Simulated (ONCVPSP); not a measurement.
# Configuration tests for Al (ONCV)

```json
{
  "Element": "Al (Z = 13)",
  "Generator": "ONCVPSP 4.0.1",
  "Type": "optimised norm-conserving Vanderbilt (ONCV)",
  "Functional": "LDA (Perdew-Wang 92)",
  "Relativity": "scalar-relativistic",
  "Frozen core": "[Ne]",
  "Valence charge": "3",
  "Reference configuration": "3s1.5 3p1.5",
  "Partial waves": "3s: rc 1.75 bohr, ncon 3, nbas 7, qcut 4.3 1/bohr, 2 projectors, debl 3.2 Ha; 3p: rc 1.80 bohr, ncon 4, nbas 9, qcut 3.7 1/bohr, 2 projectors, debl 1.8 Ha; d scattering state at 0.21 Ha: rc 1.95 bohr, ncon 4, nbas 7, qcut 4.2 1/bohr, 1 projector",
  "Local potential": "polynomial inside 1.25 bohr (lpopt 5, dvloc0 3 Ha)",
  "Core correction": "none"
}
```

Energies are relative to the spin-unpolarised reference configuration 3s1.5 3p1.5; without spin polarisation the order of configurations can differ from experiment.

Problem. Give the all-electron excitation energy and the error of the potential for: 3s2 3p1; 3s2 3p0; 3s1 3p0; 3s0 3p3.

Solution.

```csv
valence configuration,charge,ΔE all-electron (eV),error AE − PS (meV)
3s2 3p1,0,-2.551,+2.1
3s2 3p0,+1,3.290,+1.1
3s1 3p0,+2,22.660,+63
3s0 3p3,0,7.954,+22
```

Levels in the configuration 3s2 3p1:

```json
{"level": "3s", "all-electron (eV)": "-7.830", "pseudo (eV)": "-7.839"}
{"level": "3p", "all-electron (eV)": "-2.784", "pseudo (eV)": "-2.785"}
```
